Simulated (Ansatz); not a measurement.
`[OH][GeH]([F])[S][SiH3]`, relaxed with RKS PBE-D4/def2-SVP in the Gaussian-basis code of Ansatz from a rough embedded geometry. The force threshold is 0.03 eV/Å; the program also tests the step.

The species carries charge 0 and has multiplicity 1.

Start:

```xyz
10

O     1.029   -1.769    0.469
Ge    0.879   -0.196    1.162
F     2.178    0.017    2.288
S     0.999    1.380   -0.357
Si   -0.857    0.794   -1.309
H     0.066   -2.108    0.263
H    -0.487   -0.053    1.927
H    -0.789   -0.597   -1.755
H    -1.119    1.648   -2.402
H    -1.899    0.883   -0.286
```

(1) By how much does the energy fall, and how many steps does the optimiser take? (Estimate.)

(2) Which bonds change most? (Estimate.)

(3) Give the relaxed structure. (Best estimate.)

## Answers

(1) Computed: 0.53 eV, in 32 steps, 4 of them rejected.

(2) Ansatz gave: Si5–H9 from 1.411 to 1.502 Å; O1–Ge2 from 1.726 to 1.792 Å; O1–H6 from 1.041 to 0.977 Å; Si5–H8 from 1.462 to 1.501 Å.

(3) The calculation gave: 
```xyz
10

O    -0.349   -1.384    0.839
Ge    0.679   -0.036    1.422
F     2.320   -0.563    1.058
S     0.109    1.748    0.241
Si   -0.752    0.682   -1.461
H     0.212   -2.136    0.568
H     0.606    0.194    2.947
H     0.187   -0.359   -1.997
H    -0.926    1.772   -2.481
H    -2.086    0.083   -1.136
```
